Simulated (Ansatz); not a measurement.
Program: Ansatz. Geometries: PBE0-D4/def2-TZVP. ΔE: electronic, gas phase. CBS: MP2 limit from def2 TZ/QZ plus the TZ coupled-cluster correction, frozen cores. This one scheme is used for every species. Functionals use def2-TZVPP. B3LYP here is the variant with VWN-RPA as its local correlation; programs differ in this. For Br outer-core shells are correlated without core-valence functions, which leaves a few kJ/mol of doubt a bond. Scalar relativity is left out up to krypton. Each species was taken in one conformer, which may not be the lowest.

`C=C[SiH](F)C=C` + HBr → `C=C[SiH](F)Br` + `C=C`  (ligand exchange at the Si–C bond)

| level | ΔE (kJ/mol) |
| --- | --- |
| PBE-D4 | -93.8 |
| B3LYP | -97.7 |

Q: What does CCSD(T)/CBS give? (An estimate is asked.)

A: The calculation gave: -96.9 kJ/mol. The listed levels differ from it by 3.1, -0.8 kJ/mol.

Largest T1 diagnostic among the species: 0.012.

From BLYP to BHLYP (50 % exact exchange), in def2-TZVPP and without D4, ΔE moves by −3.2 kJ/mol. Leaving LDA and LC-ωPBE aside and taking each functional with its dispersion term where it has one, the values, not all of them listed here, spread over 7.6 kJ/mol, from r2SCAN0-D4 to revPBE-D4. LDA lies +6.2 kJ/mol from PBE without D4.

CCSD(T)/CBS has its own doubt, a few kJ/mol and more with outer-core shells, so smaller differences from it don't rank the levels.
